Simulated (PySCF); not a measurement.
## C₆ coefficients of unlike pairs at UHF

Calculated with PySCF 2.14 from the dipole response of each species, C₆(A,B) = (3/π) ∫ α_A(iu) α_B(iu) du, in atomic units, from isotropic polarisabilities. For ions this is the dispersion term alone; charge-induced terms of lower order in 1/R come first.

```json
{"species": "Nb³⁺", "configuration": "[Kr] 4d2 (3F)", "basis": "def2-QZVPPD with the def2 core potential (28 electrons) (7s5p4d3f2g)", "relativity": "core potential", "α (bohr³)": "5.595", "C₆ (like pair)": "24.04"}
{"species": "Ne³⁺", "configuration": "[He] 2s2 2p3 (4S)", "basis": "aug-cc-pVTZ (5s4p3d2f)", "relativity": "none", "α (bohr³)": "0.7121", "C₆ (like pair)": "0.6114"}
{"species": "O⁺", "configuration": "[He] 2s2 2p3 (4S)", "basis": "x2c-QZVPPall with one added diffuse shell each of s, p, d, f type (8s5p4d3f1g)", "relativity": "spin-free X2C", "α (bohr³)": "2.624", "C₆ (like pair)": "4.942"}
{"species": "N⁺", "configuration": "[He] 2s2 2p2 (3P)", "basis": "aug-cc-pCVQZ-DK (9s8p6d4f2g)", "relativity": "spin-free X2C", "α (bohr³)": "3.922", "C₆ (like pair)": "8.212"}
```

**Question.** Estimate C₆ for O⁺ with Ne³⁺.

**Answer.** The integral gives 1.679. The combination rule 2 C_A C_B / (C_A α_B/α_A + C_B α_A/α_B) gives 1.681 and the geometric mean 1.738.

No spin-orbit coupling is included.

The other pairs:

```
      pair     C₆
  N⁺, Ne³⁺  2.074
  O⁺, Nb³⁺  10.89
  N⁺, Nb³⁺  13.87
    N⁺, O⁺  6.310
Ne³⁺, Nb³⁺  3.708
```
